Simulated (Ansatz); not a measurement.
```yaml
crystal:
  periodic: [false, false, false]
  atoms:
    - {symbol: F, position_ang: [-0.361654, -0.025210, 1.148019]}
    - {symbol: Hf, position_ang: [-0.023223, -0.009740, 0.088951]}
    - {symbol: I, position_ang: [1.279134, -1.113064, -0.062693]}
    - {symbol: I, position_ang: [-1.214132, -0.564629, -0.853517]}
    - {symbol: I, position_ang: [0.404317, 1.756780, -0.388304]}
basis:
  gaussian: {orbitals: def2-mTZVP, fitting: {mean_field: def2-universal-jkfit}}
magnetization: {spin_polarized: true, initial_magnetization: 2}
hamiltonian: {xc: {name: revPBE}, dispersion: d3bjatm}
```

```sh
$ ansatz run in.yaml --threads 4 --pin off --events-out ev --progress --plain --max-ram 11315MiB
```

Output, abridged:

```
Functional definition: revPBE
958 factors; integrals over basis functions are off by at most 1.6e0 eV
mean field evaluation 1: about -28193.5995 eV, gradient 8.7e1 eV
mean field evaluation 2: about -27973.7505 eV, gradient 2.3e2 eV
mean field evaluation 4: about -28221.7686 eV, gradient 1.6e1 eV
mean field evaluation 8: about -28222.8690 eV, gradient 2.8e-1 eV
mean field evaluation 16: about -28222.8730 eV, gradient 2.9e-3 eV
mean field -28222.87304924 eV, -1037.1714544093 hartree, gradient 3.7e-6 eV, S^2 2.002339; 10 other end points of the search recorded, 0 dependent functions left out
reference -28222.87309092 eV, -1037.1714559409 hartree; 49, 47 occupied and 114, 116 virtual orbitals, 958 factors
Total energy: -28223.47781331 eV, -1037.1936790787 hartree
```

In this input the geometry is squeezed to about two thirds of its size. The calculation finished and met its thresholds. The result belongs to that input, not to the molecule as meant.
